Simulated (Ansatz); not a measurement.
Geometry optimisation, RKS B3LYP/6-31G* (Ansatz 0.2.0).

input.yaml

```yaml
crystal:
  periodic: [false, false, false]
  atoms:
    - { symbol: C, position_ang: [-1.9089, -0.6266, 0.0399] }
    - { symbol: O, position_ang: [-1.004, -0.1437, 0.9702] }
    - { symbol: C, position_ang: [0.2735, -0.0686, 0.4019] }
    - { symbol: C, position_ang: [0.8889, -1.3821, -0.1964] }
    - { symbol: C, position_ang: [0.521, 1.1403, -0.4801] }
    - { symbol: B, position_ang: [1.51, 1.991, 0.4968] }
    - { symbol: S, position_ang: [1.466, 0.4786, 1.6939] }
    - { symbol: H, position_ang: [-2.9271, -0.2769, 0.3832] }
    - { symbol: H, position_ang: [-1.8181, -0.1081, -0.9348] }
    - { symbol: H, position_ang: [-1.9333, -1.688, -0.0272] }
    - { symbol: H, position_ang: [1.888, -1.324, -0.4109] }
    - { symbol: H, position_ang: [0.2949, -1.6182, -1.118] }
    - { symbol: H, position_ang: [0.6137, -2.197, 0.5124] }
    - { symbol: H, position_ang: [0.997, 0.9185, -1.4059] }
    - { symbol: H, position_ang: [-0.4121, 1.7149, -0.6295] }
    - { symbol: H, position_ang: [1.5274, 3.1673, 0.7489] }
basis:
  gaussian: { orbitals: "6-31G*" }
hamiltonian:
  xc: b3lyp
relax:
  f_tol: 0.015
  max_steps: 40
```

Launched with:

```bash
$ ansatz run input.yaml --threads 2 --pin off --max-ram 3072MiB --backend cpu --events-out ev --progress --plain --runs-dir out
```

Task: Where does it end, and by what steps?

Result: The run converged. After 10 steps the energy has fallen by 1.160 eV; H16 moved furthest, 0.68 Å.

| step | energy less start (eV) | largest force component (eV/Å) | accepted |
| --- | --- | --- | --- |
| 0 | 0.0000 | 5.541 | yes |
| 1 | -0.9085 | 1.267 | yes |
| 2 | -1.0952 | 0.693 | yes |
| 3 | -1.1013 | 0.604 | yes |
| 4 | -1.1430 | 0.079 | yes |
| 5 | -1.1479 | 0.114 | yes |
| 6 | -1.1540 | 0.156 | yes |
| 7 | -1.1563 | 0.178 | yes |
| 8 | -1.1589 | 0.081 | yes |
| 9 | -1.1598 | 0.124 | yes |
| 10 | -1.1604 | 0.015 | yes |

```xyz
16
Properties=species:S:1:pos:R:3
C -2.013 -0.627 -0.032
O -1.040 -0.242 0.930
C 0.266 -0.055 0.431
C 0.879 -1.343 -0.110
C 0.460 1.205 -0.474
B 1.449 1.898 0.543
S 1.303 0.668 1.843
H -2.980 -0.570 0.474
H -2.027 0.053 -0.896
H -1.864 -1.654 -0.391
H 1.926 -1.189 -0.384
H 0.343 -1.676 -1.008
H 0.825 -2.136 0.642
H 0.823 0.994 -1.488
H -0.482 1.762 -0.569
H 2.109 2.889 0.530
```

The run took 60 s on 2 threads of Arm Neoverse V2, on a shared host, peak memory 0.38 GiB.
